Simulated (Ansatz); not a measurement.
La(N(SiH3)2)3 (LaSi₆N₃H₁₈). Charge 0, multiplicity 3. Geometry PBE-D4/def2-SVP; atoms count from 1.

| atom | x (Å) | y (Å) | z (Å) |
| --- | --- | --- | --- |
| La1 | -0.029 | -0.037 | 0.040 |
| N2 | 1.503 | 0.635 | 1.815 |
| Si3 | 0.816 | 1.454 | 3.197 |
| Si4 | 3.184 | 0.268 | 1.514 |
| H5 | 1.123 | 0.752 | 4.498 |
| H6 | -0.684 | 1.478 | 3.004 |
| H7 | 1.301 | 2.881 | 3.314 |
| H8 | 4.067 | 1.493 | 1.525 |
| H9 | 3.250 | -0.363 | 0.139 |
| H10 | 3.743 | -0.722 | 2.511 |
| N11 | -2.074 | 1.234 | -0.354 |
| Si12 | -3.415 | 0.373 | -1.068 |
| Si13 | -1.996 | 2.923 | 0.087 |
| H14 | -4.663 | 0.436 | -0.221 |
| H15 | -2.994 | -1.074 | -1.204 |
| H16 | -3.760 | 0.895 | -2.444 |
| H17 | -2.270 | 3.848 | -1.075 |
| H18 | -0.590 | 3.178 | 0.586 |
| H19 | -2.958 | 3.270 | 1.201 |
| N20 | 0.520 | -1.931 | -1.397 |
| Si21 | -0.105 | -1.830 | -3.025 |
| Si22 | 1.515 | -3.189 | -0.705 |
| H23 | 0.978 | -1.872 | -4.077 |
| H24 | -0.828 | -0.504 | -3.131 |
| H25 | -1.097 | -2.930 | -3.328 |
| H26 | 0.860 | -4.547 | -0.768 |
| H27 | 1.741 | -2.830 | 0.747 |
| H28 | 2.863 | -3.289 | -1.380 |

In the def2 sets La takes a core potential; there is no spin–orbit coupling. At PBE0-D4/def2-SVP a singlet of charge 0 lies 3.88 eV below the triplet, each at its own geometry.

**Question.** Estimate the Mulliken populations from the PBE0/def2-SVP orbitals of Ansatz.

**Answer.** 
| atom | charge (e) | spin (α − β) | d electrons |
| --- | --- | --- | --- |
| La1 | 0.67 | 0.90 | 1.57 |
| N2 | -0.75 | 0.31 | – |
| Si3 | 0.46 | -0.02 | – |
| Si4 | 0.45 | -0.02 | – |
| H5 | -0.06 | 0.02 | – |
| H6 | -0.07 | 0.00 | – |
| H7 | -0.06 | 0.03 | – |
| H8 | -0.06 | 0.02 | – |
| H9 | -0.07 | 0.00 | – |
| H10 | -0.06 | 0.03 | – |
| N11 | -0.75 | 0.31 | – |
| Si12 | 0.45 | -0.02 | – |
| Si13 | 0.45 | -0.02 | – |
| H14 | -0.06 | 0.02 | – |
| H15 | -0.07 | 0.00 | – |
| H16 | -0.06 | 0.03 | – |
| H17 | -0.06 | 0.02 | – |
| H18 | -0.07 | 0.00 | – |
| H19 | -0.06 | 0.03 | – |
| N20 | -0.75 | 0.31 | – |
| Si21 | 0.45 | -0.02 | – |
| Si22 | 0.45 | -0.02 | – |
| H23 | -0.06 | 0.02 | – |
| H24 | -0.07 | 0.00 | – |
| H25 | -0.06 | 0.03 | – |
| H26 | -0.06 | 0.02 | – |
| H27 | -0.07 | 0.00 | – |
| H28 | -0.06 | 0.03 | – |
Mulliken values and Mayer orders depend strongly on the basis.

**Question.** Where does the spin sit?

**Answer.** Summed by element: La 0.90, N 0.93, Si -0.12, H 0.29, of 2 unpaired in all. Largest on single atoms: La1 0.90, N20 0.31, N11 0.31.

**Question.** And the Mayer bond orders between bonded heavy atoms (over 0.3)?

**Answer.** La1–N2 0.60 (2.44 Å); La1–N11 0.60 (2.44 Å); La1–N20 0.60 (2.44 Å); N2–Si3 1.03 (1.75 Å); N2–Si4 1.03 (1.75 Å); N11–Si12 1.03 (1.75 Å); N11–Si13 1.03 (1.75 Å); N20–Si21 1.03 (1.75 Å); N20–Si22 1.03 (1.75 Å).
